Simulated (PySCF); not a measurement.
PySCF input file for C₂H₃BF₂O, SMILES OB(F)/C=C/F, PBE-D3(BJ)/def2-SVP. Geometry optimised at PBE-D3(BJ)/def2-SVP. The structure was generated by enumeration; whether it is a known compound was not checked. One conformer was computed; it need not be the lowest.

```python
import numpy as np
from pyscf import gto, scf, dft, df
from pyscf.hessian import thermo

mol = gto.M(
    atom='''
    O    -0.77912386    2.21971163    0.00000000
    B    -0.01739224    1.08910024    0.00000000
    F     1.31527184    1.28062892    0.00000000
    C    -0.58397067   -0.36057713    0.00000000
    C     0.25250047   -1.41552488    0.00000000
    F    -0.16518438   -2.68563357    0.00000000
    H    -1.73099077    2.02017186    0.00000000
    H    -1.66537179   -0.58245313    0.00000000
    H     1.35434870   -1.33925908    0.00000000
    ''',
    basis='def2-SVP',
    charge=0,
    spin=0,
    max_memory=1600,
    verbose=3,
)
mf = dft.RKS(mol, xc='pbe').density_fit(auxbasis='def2-universal-jkfit')
mf.disp = 'd3bj'
mf.grids.level = 3
mf.conv_tol = 1e-11
mf.max_cycle = 100
mf.kernel()

# [left out here: the lines that compute and print the analytic Hessian (its translational invariance restored by hand, since the grid's response is missing), thermochemistry and intensities]
```

Program output:

```
converged SCF energy = -377.190116379957

WARN: DFTD3 does not support analytical Hessian, using finite difference


WARN: Mole.unit (angstrom) is changed to Bohr

Mode                                 0                   1                   2
Irrep
Freq [cm^-1]                       97.1829            141.8562            208.1991
Reduced mass [au]                   3.2112              8.0546              3.5925
Force const [Dyne/A]                0.0179              0.0955              0.0918
Char temp [K]                     139.8245            204.0995            299.5522
Normal mode                   x     y     z       x     y     z       x     y     z
       0   O                -0.00 -0.00 -0.11   -0.05 -0.06  0.00    0.00  0.00 -0.03
       1   B                 0.00  0.00  0.05    0.05  0.01 -0.00   -0.00  0.00  0.03
       2   F                 0.00  0.00  0.03    0.03  0.14 -0.00   -0.00 -0.00 -0.06
       3   C                 0.00 -0.00  0.19    0.11 -0.01 -0.00   -0.00 -0.00  0.08
       4   C                 0.00 -0.00 -0.06    0.03 -0.07  0.00   -0.00  0.00  0.17
       5   F                -0.00 -0.00 -0.05   -0.11 -0.03  0.00    0.00 -0.00 -0.11
       6   H                -0.00 -0.00 -0.12   -0.03 -0.15  0.00    0.00  0.00  0.06
       7   H                 0.00  0.00  0.39    0.10  0.02 -0.00   -0.00 -0.00 -0.18
       8   H                 0.00 -0.00 -0.29    0.03 -0.18  0.00   -0.00  0.00  0.43
Mode                                 3                   4                   5
Irrep
Freq [cm^-1]                      362.5645            413.2110            535.4019
Reduced mass [au]                   6.6998              5.2927              1.1212
Force const [Dyne/A]                0.5189              0.5324              0.1894
Char temp [K]                     521.6496            594.5186            770.3242
Normal mode                   x     y     z       x     y     z       x     y     z
       0   O                -0.08 -0.11  0.00   -0.01  0.07  0.00   -0.00  0.00 -0.07
       1   B                 0.04 -0.02  0.00   -0.07  0.02  0.00    0.00  0.00 -0.04
       2   F                 0.05 -0.08 -0.00   -0.07 -0.08 -0.00    0.00 -0.00  0.03
       3   C                 0.01  0.05 -0.00    0.12 -0.03 -0.00    0.00  0.00 -0.00
       4   C                 0.03  0.08  0.00    0.14 -0.02  0.00   -0.00 -0.00 -0.01
       5   F                -0.03  0.12  0.00   -0.06  0.04  0.00    0.00 -0.00  0.00
       6   H                -0.05 -0.29  0.00   -0.03  0.16  0.00   -0.00  0.00  0.94
       7   H                 0.02  0.03 -0.00    0.15 -0.19 -0.00   -0.00  0.00 -0.04
       8   H                 0.03  0.07  0.00    0.15 -0.14  0.00   -0.00 -0.00 -0.03
Mode                                 6                   7                   8
Irrep
Freq [cm^-1]                      556.0109            632.5009            833.2417
Reduced mass [au]                   8.8765              7.5851              1.8224
Force const [Dyne/A]                1.6168              1.7879              0.7455
Char temp [K]                     799.9759            910.0279           1198.8493
Normal mode                   x     y     z       x     y     z       x     y     z
       0   O                 0.12 -0.08 -0.00   -0.00 -0.00  0.06   -0.00  0.00  0.01
       1   B                -0.02 -0.12 -0.00    0.00  0.00 -0.26   -0.00  0.00 -0.05
       2   F                -0.07  0.07  0.00    0.00 -0.00  0.05    0.00  0.00  0.00
       3   C                -0.05 -0.07  0.00    0.00  0.00  0.06   -0.00 -0.00  0.14
       4   C                 0.04  0.03 -0.00    0.00  0.00  0.06    0.00 -0.00 -0.13
       5   F                -0.03  0.08 -0.00   -0.00 -0.00 -0.03   -0.00  0.00  0.03
       6   H                 0.08  0.12  0.00   -0.00 -0.00 -0.06   -0.00 -0.00 -0.05
       7   H                -0.02 -0.16  0.00    0.00  0.00  0.21   -0.00 -0.00 -0.67
       8   H                 0.04  0.05 -0.00    0.00 -0.00 -0.04    0.00  0.00  0.25
Mode                                 9                  10                  11
Irrep
Freq [cm^-1]                      834.3486            945.0119            959.0080
Reduced mass [au]                   3.5639              1.1503              1.2413
Force const [Dyne/A]                1.4617              0.6053              0.6726
Char temp [K]                    1200.4419           1359.6617           1379.7990
Normal mode                   x     y     z       x     y     z       x     y     z
       0   O                -0.05  0.07  0.00    0.00  0.00  0.00   -0.05 -0.05  0.00
       1   B                -0.01  0.01  0.00    0.00  0.00  0.00   -0.04 -0.04 -0.00
       2   F                 0.11  0.02 -0.00   -0.00 -0.00 -0.00    0.06  0.00 -0.00
       3   C                -0.12 -0.13 -0.00   -0.00  0.00  0.01    0.02  0.00 -0.00
       4   C                 0.04 -0.01  0.00    0.00  0.00  0.10   -0.01 -0.00  0.00
       5   F                -0.02  0.03 -0.00   -0.00 -0.00 -0.01    0.00  0.01  0.00
       6   H                -0.04 -0.02 -0.00    0.00 -0.00 -0.02   -0.21  0.84 -0.00
       7   H                -0.05 -0.47  0.00   -0.00  0.00 -0.50   -0.01  0.18 -0.00
       8   H                 0.04  0.03 -0.00    0.00  0.00 -0.78   -0.01  0.02 -0.00
Mode                                12                  13                  14
Irrep
Freq [cm^-1]                     1122.6555           1180.4142           1292.7130
Reduced mass [au]                   2.9651              2.0695              1.1785
Force const [Dyne/A]                2.2018              1.6990              1.1603
Char temp [K]                    1615.2513           1698.3532           1859.9262
Normal mode                   x     y     z       x     y     z       x     y     z
       0   O                 0.02 -0.07 -0.00   -0.01  0.02 -0.00    0.00 -0.01 -0.00
       1   B                -0.00  0.07  0.00   -0.01 -0.03  0.00    0.00  0.00  0.00
       2   F                -0.01 -0.00  0.00    0.01  0.00 -0.00    0.00  0.00  0.00
       3   C                -0.03  0.10  0.00   -0.06 -0.03  0.00   -0.09  0.03  0.00
       4   C                 0.05  0.13 -0.00    0.15  0.07 -0.00    0.05  0.02 -0.00
       5   F                -0.03 -0.10 -0.00   -0.05 -0.07 -0.00    0.02  0.01 -0.00
       6   H                -0.01  0.14  0.00    0.01 -0.08  0.00    0.00  0.00  0.00
       7   H                 0.09 -0.50 -0.00   -0.18  0.55  0.00   -0.12  0.16  0.00
       8   H                 0.05  0.02  0.00    0.14  0.28  0.00    0.11 -0.88  0.00
Mode                                15                  16                  17
Irrep
Freq [cm^-1]                     1346.2187           1414.1409           1666.6954
Reduced mass [au]                   7.0477              7.9446              6.8345
Force const [Dyne/A]                7.5254              9.3607             11.1859
Char temp [K]                    1936.9089           2034.6339           2398.0036
Normal mode                   x     y     z       x     y     z       x     y     z
       0   O                 0.01 -0.06  0.00   -0.06  0.07 -0.00    0.01 -0.00  0.00
       1   B                 0.15  0.19 -0.00    0.21 -0.14  0.00   -0.02  0.04 -0.00
       2   F                -0.06 -0.02  0.00   -0.05 -0.00 -0.00    0.00 -0.00 -0.00
       3   C                -0.05 -0.08 -0.00    0.00  0.01  0.00    0.09 -0.17 -0.00
       4   C                 0.03 -0.05  0.00   -0.01  0.05 -0.00   -0.08  0.18  0.00
       5   F                -0.00  0.03  0.00   -0.00 -0.01  0.00   -0.00 -0.02  0.00
       6   H                -0.03  0.20 -0.00   -0.08  0.14  0.00    0.01 -0.02 -0.00
       7   H                -0.10  0.08  0.00    0.04 -0.13  0.00    0.05  0.13 -0.00
       8   H                 0.02  0.09 -0.00   -0.01 -0.04 -0.00   -0.10 -0.20  0.00
Mode                                18                  19                  20
Irrep
Freq [cm^-1]                     3097.8428           3113.7277           3768.5115
Reduced mass [au]                   1.0908              1.0948              1.0660
Force const [Dyne/A]                6.1677              6.2540              8.9195
Char temp [K]                    4457.1061           4479.9608           5422.0491
Normal mode                   x     y     z       x     y     z       x     y     z
       0   O                -0.00  0.00 -0.00   -0.00 -0.00  0.00   -0.06 -0.01 -0.00
       1   B                -0.00 -0.00 -0.00    0.00 -0.00 -0.00   -0.00 -0.00 -0.00
       2   F                -0.00 -0.00  0.00   -0.00  0.00  0.00    0.00  0.00  0.00
       3   C                 0.08  0.01 -0.00   -0.00  0.01 -0.00    0.00 -0.00 -0.00
       4   C                -0.00  0.01  0.00    0.08 -0.00  0.00   -0.00  0.00  0.00
       5   F                -0.00 -0.00 -0.00   -0.00  0.00  0.00   -0.00 -0.00  0.00
       6   H                -0.00  0.00 -0.00    0.00  0.00 -0.00    0.95  0.17  0.00
       7   H                -0.94 -0.18  0.00   -0.01  0.00 -0.00   -0.00 -0.00 -0.00
       8   H                 0.00 -0.00  0.00   -0.95 -0.06 -0.00    0.00  0.00  0.00
temperature 298.1500 [K]
pressure 101325.00 [Pa]
Rotational constants [GHz] 9.13183 1.73134 1.45541
Symmetry number 1
Zero-point energy (ZPE) 0.05586 [Eh]   146670.885 [J/mol]
                           tot       elec      trans        rot        vib
Entropy [J/mol/K]       331.147      0.000    165.120    113.125     52.901
Cv [J/mol/K]             87.297      0.000     12.472     12.472     62.353
Cp [J/mol/K]             95.611      0.000     20.786     12.472     62.353
Internal energy [J/mol]                      3718.434   3718.434 155640.015
Internal energy [Eh]   -377.12800  -377.19012
Enthalpy [J/mol]                             6197.391   3718.434 155640.015
Enthalpy [Eh]          -377.12706
Gibbs free energy [J/mol]                  -43033.156 -30009.878 139867.504
Gibbs free energy [Eh] -377.16466
mode   freq/cm-1   IR/(km/mol)
   1       97.18         0.337
   2      141.86         4.799
   3      208.20         6.960
   4      362.56         6.122
   5      413.21         1.523
   6      535.40        78.778
   7      556.01         8.847
   8      632.50        26.359
   9      833.24        27.113
  10      834.35         3.374
  11      945.01        32.880
  12      959.01       126.758
  13     1122.66       234.474
  14     1180.41        32.504
  15     1292.71         5.112
  16     1346.22       278.926
  17     1414.14       197.282
  18     1666.70       309.976
  19     3097.84         1.450
  20     3113.73         4.670
  21     3768.51        70.957
max |gradient| / (hartree/bohr): 0.0001552460500928454
APT charges: [-0.7326  1.233  -0.5394 -0.5191  0.6865 -0.5326  0.3016  0.0479  0.0546]
```

The run converged.

Cost: very roughly 80 core-seconds.
